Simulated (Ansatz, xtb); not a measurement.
Ranking isomers of C5H7B

3 gas-phase structures of C5H7B, from a drawn sample of its isomers (lower ones may exist). Each was relaxed with GFN2-xTB:

A. `BC1=CCC=C1`, a singlet
B. `BC1C=CC=C1`, a singlet
C. `BC1=CC=CC1`, a singlet

**Question.** Which do you expect lowest at r2SCAN-D4/def2-SVP, and how would the others follow?

**Answer.** Calculated order at r2SCAN-D4/def2-SVP: C (0.0), A (4.6), B (11.1) kcal/mol.

Energies above the lowest of each column, in kcal/mol; the last columns are at B3LYP/def2-SVP geometries:

| structure | GFN2-xTB | HF/STO-3G | r2SCAN-D4/def2-SVP | B3LYP/def2-SVP | CCSD(T)/def2-SVP + ΔMP2/def2-TZVPP |
| --- | --- | --- | --- | --- | --- |
| C | 0.0 | 0.0 | 0.0 | 0.0 | 0.0 |
| A | 3.2 | 1.5 | 4.6 | 3.9 | 2.8 |
| B | 6.7 | 9.3 | 11.1 | 10.9 | 8.7 |

Every level run on C puts it lowest or level with the lowest. Flexible structures stand in one conformer each, not always the lowest. ΔMP2 is the change of the MP2 energy from the smaller to the larger basis.

Programs: Ansatz 0.2.0, xtb 6.7.1.
